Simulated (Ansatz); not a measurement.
Basis-set series for CH3GaS, SMILES `[CH2]1[S][GaH]1`. Charge 0, multiplicity 1. The structure was optimised at the PBE0-D4/def2-TZVP level.

Cartesian coordinates in Å:
```
C -0.2196 -0.7825 0.1519
S -0.4439 -0.0477 -1.5696
Ga 0.3791 1.0528 0.1026
H 0.4998 -1.5954 0.1757
H -1.1600 -1.0418 0.6283
H 0.9447 2.4147 0.5111
```

```
functional       basis  functions  energy (Eh)  HOMO (eV)  LUMO (eV)
   PBE0-D4    def2-SVP         79  -2362.09655      -6.71      -1.35
   PBE0-D4  def2-QZVPP        306  -2362.58508      -6.75      -1.49
   ωB97M-V    def2-SVP         79  -2362.38333      -8.75       0.41
   ωB97M-V  def2-QZVPP        306  -2362.87005      -8.82       0.08
```

Problem. Give the rows for def2-TZVPP. (Best estimate.)

Solution. Computed: 
```
functional       basis  functions  energy (Eh)  HOMO (eV)  LUMO (eV)
   PBE0-D4  def2-TZVPP        163  -2362.52753      -6.73      -1.45
   ωB97M-V  def2-TZVPP        163  -2362.81448      -8.80       0.25
```

Positive LUMOs are unbound and depend on the basis. Scalar relativity is left out up to krypton.
